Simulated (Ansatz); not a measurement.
Basis sets compared for (HCd-mu-Br)2 (Cd2H2Br2). The state is a singlet with charge 0. Geometry r2SCAN-D4/def2-SVP. Ansatz on 4 threads of Arm Neoverse V1 on a shared host; times are rough, and most runs start from earlier orbitals.

```xyz
6

Cd    0.777    1.253    1.184
H     1.477    2.346    2.235
Br   -1.261   -0.459    1.314
Cd   -0.776   -1.255   -1.184
H    -1.449   -2.376   -2.221
Br    1.233    0.491   -1.329
```

In the def2 sets Cd takes a core potential; there is no spin–orbit coupling.

Binding counts from free atoms (Cd singlet, H doublet, Br doublet) in the same basis, without a counterpoise term.

| level | functions | energy (Eh) | HOMO (eV) | LUMO (eV) | binding per atom (eV) | wall time |
| --- | --- | --- | --- | --- | --- | --- |
| PBE-D4/def2-SVP | 136 | -5483.6768 | -6.97 | -1.94 | 1.69 | 1.7 s |
| PBE0-D4/def2-SVP | 136 | -5483.8444 | -8.11 | -1.13 | 1.71 | 3 s |

Problem. Estimate the rows for PBE-D4/def2-TZVP, PBE0-D4/def2-TZVP.

Solution. 
| level | functions | energy (Eh) | HOMO (eV) | LUMO (eV) | binding per atom (eV) | wall time |
| --- | --- | --- | --- | --- | --- | --- |
| PBE-D4/def2-TZVP | 188 | -5484.3845 | -7.01 | -2.02 | 1.66 | 2.6 s |
| PBE0-D4/def2-TZVP | 188 | -5484.5485 | -8.13 | -1.19 | 1.69 | 4.9 s |
